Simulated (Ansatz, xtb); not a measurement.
**Relative energy of two isomers of C5H6FN3**

Structure X: `NCc1cnc(F)nc1`, a singlet. Structure Y: `C=Cc1n[nH]c(CF)n1`, a singlet. Both are isolated molecules in the gas phase, relaxed with B3LYP-D3(BJ)/def2-SVP; the shapes shown needn't be the lowest conformers.

X (Å):

```xyz
15

C     0.8557   -0.4934    0.3271
C    -0.0121    0.7379    0.1805
C    -1.0947    0.7975   -0.7075
C    -1.4606    2.9488   -0.1759
C     0.2407    1.9277    0.8764
F    -2.1735    4.0488   -0.3600
N     1.9911   -0.5706   -0.5880
N    -1.8230    1.8994   -0.8914
N    -0.4788    3.0371    0.7030
H     1.6675   -0.5420   -1.5556
H     2.5952    0.2438   -0.4706
H     1.2389   -0.5445    1.3597
H     0.2342   -1.3928    0.1842
H    -1.3872   -0.0865   -1.2886
H     1.0560    1.9813    1.6092
```

Y (Å):

```xyz
15

C    -0.9984    1.1545    2.1800
C    -1.7658    0.4142    1.3702
C    -1.2919   -0.1836    0.1263
C    -0.0378   -0.7431   -1.4755
C     1.0871   -0.9560   -2.4373
F     0.6463   -1.7450   -3.4834
N    -2.0876   -0.9148   -0.6524
N    -1.2734   -1.2622   -1.6666
N    -0.0112   -0.0564   -0.3549
H     0.0486    1.3463    1.9316
H    -1.3962    1.5825    3.1028
H    -2.8147    0.2134    1.6044
H    -1.5955   -1.8355   -2.4380
H     1.4408    0.0102   -2.8348
H     1.9322   -1.4560   -1.9350
```

**Question.** Estimate which is lower in electronic energy at CCSD(T)/def2-SVP + ΔMP2/def2-TZVPP, and by roughly how much.

**Answer.** The CCSD(T)/def2-SVP + ΔMP2/def2-TZVPP calculation puts structure X lower, by 63.2 kJ/mol.

Level by level:

```
                             level               geometry  E(Y) − E(X) (kJ/mol)  departure from the last row (kJ/mol)  job, with rough time for the two
                          GFN2-xTB               GFN2-xTB                   +32.2                                 −31.0              optimisation, 0.14 s
                         HF/STO-3G               GFN2-xTB                   +74.8                                 +11.6              single point, 0.48 s
                r2SCAN-D4/def2-SVP               GFN2-xTB                   +67.6                                  +4.4               single point, 5.2 s
             B3LYP-D3(BJ)/def2-SVP  B3LYP-D3(BJ)/def2-SVP                   +70.4                                  +7.2                optimisation, 36 s
                       HF/def2-SVP  B3LYP-D3(BJ)/def2-SVP                   +76.9                                 +13.7           part of the CCSD(T) run
                      MP2/def2-SVP  B3LYP-D3(BJ)/def2-SVP                   +61.4                                  −1.8           part of the CCSD(T) run
                  CCSD(T)/def2-SVP  B3LYP-D3(BJ)/def2-SVP                   +57.5                                  −5.7                      single point
CCSD(T)/def2-SVP + ΔMP2/def2-TZVPP  B3LYP-D3(BJ)/def2-SVP                   +63.2                                                   single point, 2.6 min
```

As drawn, Y has 1 C=C, 1 C–C, 1 N∷N, 1 C–H in place of 1 C–N, 2 C∷C, 1 N–H (∷ is an aromatic bond). Structure X has a 6-membered ring (with an aromatic ring), Y a 5-membered ring (with an aromatic ring).

None of the levels shown reverses the order. The largest departure from CCSD(T)/def2-SVP + ΔMP2/def2-TZVPP is that of GFN2-xTB, 31.0 kJ/mol. The last row adds to CCSD(T) the change of the MP2 difference between the two basis sets, here +5.7 kJ/mol.

With thermal terms from frequencies at re-optimised GFN2-xTB minima (ideal gas, soft modes damped towards free rotors, one conformer each, 298.15 K, 1 atm): on the last row, ΔE + ΔZPE = +59.9, ΔH = +60.7, ΔG = +58.3 kJ/mol.

The correlated steps freeze 9 core orbitals. Codes used: Ansatz 0.2.0, xtb 6.7.1; the last row on 4 threads of Arm Neoverse V1 on a shared host.
